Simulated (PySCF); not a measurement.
PySCF input for SnBr, SMILES [Sn][Br] (connectivity only; charge and spin as stated), neutral, multiplicity 2, C-PCM-ωB97X/def2-SVP. Coordinates come from a B3LYP-D3(BJ)/def2-TZVP optimisation. The multiplicity is an assumed one; other spin states were not compared. The def2 effective core potentials stand for the cores of Sn; spin–orbit coupling is left out.

```python
import numpy as np
from pyscf import gto, scf, dft
from pyscf.solvent import pcm

mol = gto.M(
    atom='''
    Sn    0.00000000    0.00000000   -1.04855623
    Br    0.00000000    0.00000000    1.49793748
    ''',
    basis='def2-SVP',
    ecp={'Sn': 'def2-svp'},
    charge=0,
    spin=1,
    max_memory=1600,
    verbose=3,
)
mf = dft.UKS(mol, xc='wb97x').density_fit(auxbasis='def2-universal-jkfit')
mf.grids.level = 3
mf.conv_tol = 1e-9
mf.max_cycle = 100
mf.kernel()
fine, coarse = mf.grids, dft.Grids(mol).set(level=1).build(with_non0tab=True)
for _ in range(3):  # follow internal instabilities
    mf.grids = coarse
    mo, _, stable, _ = mf.stability(return_status=True, nroots=4)
    mf.grids = fine
    if stable:
        break
    mf.kernel(mf.make_rdm1(mo, mf.mo_occ))
res = {}
for name, eps in {'water': 78.355, '2-propanol': 19.264, 'acetone': 20.493}.items():
    s = mf.PCM()
    s.with_solvent.method, s.with_solvent.eps, s.with_solvent.lebedev_order = 'C-PCM', eps, 29
    s.kernel(mf.make_rdm1())
    res[name] = (s.e_tot, eps, s.dip_moment(), s.mo_energy, s.converged)
    print(f'{name}: electrostatic solvation free energy {(s.e_tot - mf.e_tot) * 627.509474:.3f} kcal/mol')
```

Log of the run:

```

WARN: HOMO -0.654061886355049 >= LUMO -0.654061886355039

converged SCF energy = -2788.23557743294  <S^2> = 0.75248594  2S+1 = 2.0024844
<class 'pyscf.df.df_jk.DFUKS'> wavefunction is stable in the internal stability analysis

WARN: PCM is an experimental feature. It is still in testing.
Features and APIs may be changed in the future.

converged SCF energy = -2788.24204414898  <S^2> = 0.75237934  2S+1 = 2.0023779
Dipole moment(X, Y, Z, Debye): -0.00000,  0.00000, -4.03871
water: electrostatic solvation free energy -4.058 kcal/mol

WARN: PCM is an experimental feature. It is still in testing.
Features and APIs may be changed in the future.

converged SCF energy = -2788.24172594775  <S^2> = 0.75238466  2S+1 = 2.0023832
Dipole moment(X, Y, Z, Debye): -0.00000, -0.00000, -3.97491
2-propanol: electrostatic solvation free energy -3.858 kcal/mol

WARN: PCM is an experimental feature. It is still in testing.
Features and APIs may be changed in the future.

converged SCF energy = -2788.24175100562  <S^2> = 0.75238423  2S+1 = 2.0023828
Dipole moment(X, Y, Z, Debye):  0.00000, -0.00000, -3.97992
acetone: electrostatic solvation free energy -3.874 kcal/mol
```

The calculation finished and met its thresholds.

Cost: around 17 core-seconds (rough).
